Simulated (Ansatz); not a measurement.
Ansatz results at the PBE0-D4/def2-TZVP geometry: HOMO–LUMO gap (B3LYP/def2-TZVPP) 8.05 eV; ideal-gas entropy at 298 K and 1 bar (rigid rotor, harmonic PBE0-D4/def2-TZVP) 334 J/(mol·K); LUMO energy (B3LYP/def2-TZVPP) 0.31 eV.

Each molecule was computed in one conformer, which needn't be the lowest.

(1) Which molecule gave them?
A. `N[SiH](O)Br`
B. `CO[SiH](F)[SiH3]`
C. `N[SiH]([SiH3])Br`
D. `CC[Si](F)(F)Cl`

## Answers

(1) A. The others give `N[SiH]([SiH3])Br`: 7.04, 368, -0.48; `CC[Si](F)(F)Cl`: 9.45, 369, 0.44; `CO[SiH](F)[SiH3]`: 7.77, 382, -0.27.

B3LYP here is the variant with VWN-RPA as its local correlation; programs differ in this.
